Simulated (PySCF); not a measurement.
H₃NO₃W, multiplicity 1. Atoms are numbered in the order given.

```xyz
8

W      0.0378     0.0147     0.0000
O      1.0249     0.1198     1.4040
O      1.0249     0.1198    -1.4040
O     -1.2571     1.4043     0.0000
H     -1.1593     2.3643     0.0000
N     -0.8522    -1.7208     0.0000
H     -1.0086    -2.2772     0.8385
H     -1.0086    -2.2772    -0.8385
```
Charge 0, spin multiplicity 1.

The structure is a stationary point at B3LYP-D3(BJ)/def2-SVP. The geometry has at least one imaginary mode, so it is a saddle point at that level. The multiplicity is an assumed one; no other spin state was optimised. The structure was generated by enumeration; whether it is a known compound was not checked. The def2 effective core potentials stand for the cores of W; spin–orbit coupling is left out. Other conformers were not sampled.

Computed with PySCF with ωB97X/def2-TZVP.

Atomic charges (e):

```tsv
atom	Mulliken	Löwdin
W1	1.56	0.87
O2	-0.51	(withheld)
O3	-0.51	(withheld)
O4	-0.68	(withheld)
H5	0.36	0.18
N6	-0.77	(withheld)
H7	0.28	0.17
H8	0.28	0.17
```

Task: Some entries are withheld; supply them. (The exact figures need the calculation; the answer reports its results.)

Result: 
- O2, Löwdin: -0.33
- O3, Löwdin: -0.33
- O4, Löwdin: -0.33
- N6, Löwdin: -0.39
